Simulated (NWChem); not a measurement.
Molecule: silicon monosulfide (SiS, singlet); SMILES [Si]=S

Computed with NWChem. Low-valent species are run as closed-shell singlets; no triplet was tried in these runs. All runs use the structure optimised with PBE0/def2-SVP. B3LYP is NWChem's, with the RPA form of VWN correlation.

**Question.** Estimate the computed values for B3LYP/STO-3G. Quantities: highest occupied level (eV); orbital gap (eV); dipole (D).

**Answer.** The highest occupied level (eV) is -3.69 and the orbital gap (eV) is 6.16. The dipole (D) comes out as 1.17.
